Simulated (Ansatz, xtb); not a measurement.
## Relative energy of two structures of CHBI

We compare a, `B=[C]I`, a doublet, with b, a doublet given by its coordinates. Both are isolated molecules in the gas phase, relaxed with PBE0-D3(BJ)/def2-SVP.

a (Å):

| atom | x (Å) | y (Å) | z (Å) |
| --- | --- | --- | --- |
| C | 0.0000 | 0.0000 | -0.4844 |
| B | 0.0000 | 0.0000 | 0.8761 |
| I | 0.0000 | 0.0000 | -2.4533 |
| H | 0.0000 | 0.0000 | 2.0617 |

b (Å):

```tsv
atom	x (Å)	y (Å)	z (Å)
C	0.8547	0.5790	0.1979
B	-0.3730	0.3294	-0.5667
I	-0.5260	-0.8832	1.3014
H	-1.1826	0.3880	-1.4418
```

Close contacts (Å): C1–B2 1.47, C1–I3 2.29, B2–I3 2.23, B2–H4 1.19.

Energies in hartree; the thermal terms are from PBE0-D3(BJ)/def2-SVP harmonic frequencies (ideal gas, rigid rotor, one conformer each, 298.15 K, 1 atm) and include the zero-point energy:

```
                               a           b
E, CCSD(T)/def2-TZVP  −360.424843  −360.402531
   zero-point energy     0.015625     0.014021
        H(298 K) − E     0.020454     0.018733
        G(298 K) − E    −0.010247    −0.013908
```

Problem. Work out ΔE, ΔE₀, ΔH and ΔG for a → b in kJ/mol (1 Eh = 2625.50 kJ/mol) and the equilibrium ratio [b]/[a].

Solution. 1. ΔE = −360.402531 − (−360.424843) = +0.022312 Eh = +58.58 kJ/mol.
2. ΔE₀ = ΔE + ΔZPE = +0.022312 + (−0.001604) Eh = +54.37 kJ/mol.
3. ΔH = ΔE + (−0.001721) Eh = +54.06 kJ/mol.
4. ΔG = ΔE + (−0.003661) Eh = +48.97 kJ/mol, so ΔS = (ΔH − ΔG)/T = +17.1 J/(mol K).
5. kT = 0.9442 mEh, so K = [b]/[a] = exp(−ΔG/kT) = exp(−19.75) ≈ 2.6 × 10^−9.

Structure a is favoured at this temperature. An error of 4 kJ/mol in ΔG would change K by a factor of 5. Mirror images and further conformers aren't counted.

Other levels gave ΔE = +101.6 (GFN2-xTB); +100.0 (HF/STO-3G, GFN2-xTB geometries); +64.5 (r2SCAN-D4/def2-SVP, GFN2-xTB geometries); +65.8 (PBE0-D3(BJ)/def2-SVP); +64.4 (HF/def2-TZVP); +63.0 (MP2/def2-TZVP) kJ/mol. Open shells are spin-unrestricted. The correlated steps freeze 6 core orbitals; the filled d shell of I is correlated, in a basis made for valence electrons. Atoms past krypton carry core potentials in the def2 sets, without spin–orbit terms. Programs: Ansatz 0.2.0, xtb 6.7.1.
